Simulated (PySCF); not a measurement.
**Do core-level shifts follow atomic charges?**

C4H8OSi.
Numbering: `[O:1]=[CH:2][C:3]1([SiH3:4])[CH2:5][CH2:6]1`

Binding energies: PySCF 2.14.0, delta-SCF UKS SCAN, pcX-2 on the ionised atom, pcseg-1 elsewhere, spin-free X2C. Charges: PBE0/pcSseg-1 ground-state density, for the ionised atom.

| atom | environment | C 1s (eV) | Mulliken (e) | IAO (e) | Hirshfeld (e) | ESP (e) |
| --- | --- | --- | --- | --- | --- | --- |
| C3 | sp3 carbon bound to silicon | 290.66 | -0.713 | -0.312 | -0.095 | -0.040 |
| C5 | three-membered-ring carbon | 291.21 | -0.138 | -0.268 | -0.074 | -0.279 |
| C2 | aldehyde carbon | 293.28 | +0.390 | +0.266 | +0.125 | +0.346 |

**Question.** How well does each charge scheme correlate with the binding energies over these sites?

**Answer.** Hirshfeld: r = 0.99, slope 11.4 eV per e; IAO: r = 0.99, slope 4.3 eV per e; Mulliken: r = 0.94, slope 2.4 eV per e; ESP: r = 0.83, slope 3.7 eV per e. On 3 points no scheme stands out.

**Question.** The point-charge model writes a binding energy as kq + V + constant, with V the potential of the other atoms' charges at the site. What does it give with the Mulliken charges?

**Answer.** V = Σ 14.40 eV Å × q/r over all other atoms: +6.18 eV at C3, +0.38 eV at C5, -7.49 eV at C2. Fitting binding energy − V to q gives k = 14.7 eV per e and leaves an rms residual of 1.02 eV, against 0.38 eV for the fit on q alone. The model has no term for differences in relaxation between sites.

One conformer (not necessarily the lowest) at the GFN2-xTB geometry, without solvent, vibrations or thermal averaging.

Conformer computed: `[O:1]=[CH:2][C:3]1([SiH3:4])[CH2:5][CH2:6]1`: O1–C2–C3–Si4 0°.
